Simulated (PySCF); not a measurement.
Two species compared at the same levels of theory.

First species: C₅H₉Cl.
Bonds: Cl1–C2, C2–C3, C3–C4, C4–C5, C5–C6, C2–C6. Hydrogens: H7 on C2; H8, H9 on C3; H10, H11 on C4; H12, H13 on C5; H14, H15 on C6.

Second species: C7H10O.
SMILES: `C[C@@H](O)C1C=CC=C1`

Levels: PBE0/pcSseg-1 for HOMO energy, LUMO energy and HOMO–LUMO gap. Geometries: GFN2-xTB. All species are isolated and taken at one optimised geometry, non-relativistic unless stated. Electronic properties by PySCF.

The conformers computed, where there is a choice (atom-mapped SMILES and torsion angles):
- `[CH3:1][C@@H:2]([OH:3])[CH:4]1[CH:5]=[CH:6][CH:7]=[CH:8]1`: C1–C2–C4–C5 63°, H–O3–C2–C1 57°

The conformers of `ClC1CCCC1` aren't listed.

Values for the first species:

```
HOMO energy   : -8.16 eV
LUMO energy   : 0.96 eV
HOMO–LUMO gap : 9.12 eV
```

(1) Estimate the same properties for the second species, and the change in each.

## Answers

(1) 
| property | first | second | second less first |
| --- | --- | --- | --- |
| HOMO energy | -8.16 eV | -6.51 eV | +1.65 eV |
| LUMO energy | 0.96 eV | -0.78 eV | -1.74 eV |
| HOMO–LUMO gap | 9.12 eV | 5.73 eV | -3.39 eV |

